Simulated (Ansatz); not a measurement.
Cost and result for the atomization energy of C$_{6}$H$_{6}$O$_{2}$ (`Oc1ccc(O)cc1`) (14 atoms, 14 bonds).

```
atom    x (Å)    y (Å)    z (Å)
  O1  -1.9308  -1.9566  -0.1762
  C2  -0.9951  -0.9727  -0.0765
  C3   0.2716  -1.2298  -0.5792
  C4   1.2593  -0.2619  -0.5024
  C5   0.9951   0.9727   0.0765
  O6   1.9308   1.9566   0.1762
  C7  -0.2716   1.2298   0.5792
  C8  -1.2594   0.2620   0.5023
  H9  -2.7551  -1.6473   0.2081
 H10   0.4747  -2.1935  -1.0300
 H11   2.2478  -0.4742  -0.8994
 H12   2.7551   1.6473  -0.2079
 H13  -0.4747   2.1936   1.0300
 H14  -2.2478   0.4743   0.8993
```

The species carries charge 0 and has multiplicity 1. The structure was optimised at the PBE0-D4/def2-TZVP level. It is one conformer, not always the lowest. Program: Ansatz. All runs use 2 threads of an AMD EPYC 7R13 on a shared host and a share of an NVIDIA H100 80 GB. Times are those of one run each, without the atoms' runs, and a repeat can differ threefold. Electronic energies, without spin–orbit coupling; frozen cores. CCSD(T)/CBS adds CCSD(T) − MP2 in def2-TZVPP to the MP2 limit, and its time is that of the two runs behind it. T1 = 0.012; the RHF reference is unstable towards UHF. HSE06 is the plane-wave form, built on full-range PBE exchange.

CCSD(T)/CBS is a level of theory with its own doubt, some kJ/mol a heavy atom from the limit and from the frozen cores, so smaller differences don't rank the functionals.

```
                             level  functions  wall time  atomization (kcal/mol)  difference from CCSD(T)/CBS  per bond
                BLYP-D4/def2-TZVPP        332        2 s                  1582.3                         12.9       0.9
                  CCSD(T)/def2-SVP        142      2.2 s                  1503.9                        -65.5      -4.7
              revPBE-D4/def2-TZVPP        332      2.5 s                  1593.1                         23.7       1.7
r2SCAN-D4/def2-TZVPP (with forces)        332      2.8 s                  1587.6                         18.2       1.3
                ωB97X-V/def2-TZVPP        332        3 s                  1573.1                          3.7       0.3
               PBE-QIDH/def2-TZVPP        332      3.1 s                  1577.0                          7.6       0.5
                 B97M-V/def2-TZVPP        332      3.2 s                  1579.5                         10.1       0.7
               HSE06-D4/def2-TZVPP        332      3.2 s                  1599.6                         30.2       2.2
  ωB97M-V/def2-TZVPP (with forces)        332      3.5 s                  1578.4                          9.0       0.6
           CAM-B3LYP-D4/def2-TZVPP        332      3.6 s                  1580.2                         10.8       0.8
                    MP2/def2-QZVPP        636      4.8 s                  1606.0                         36.6       2.6
                CCSD(T)/def2-TZVPP        332      8.5 s                  1528.4                        -41.0      -2.9
                 CCSD(T)/CBS(def2)          –       13 s                  1569.4                          0.0       0.0
```

From r2SCAN to r2SCAN0 (25 % exact exchange), in def2-TZVPP and without D4, the atomization energy moves by −33.3 kcal/mol: exact exchange takes away binding that semilocal exchange gives to molecules. The D4 term adds +13.5 kcal/mol with B3LYP and +7.1 kcal/mol with PBE0; it sums over pairs of atoms, weighted by their polarisabilities, and B3LYP, whose exchange is more repulsive, gets the larger term. Leaving LDA and LC-ωPBE aside and taking each functional with its dispersion term where it has one, the values, not all of them listed here, spread over 128.3 kcal/mol, from BHLYP-D4 to PBE-D4. LDA lies +217.4 kcal/mol from PBE without D4, its usual overbinding.

B3LYP here is the variant with VWN-RPA as its local correlation; programs differ in this.
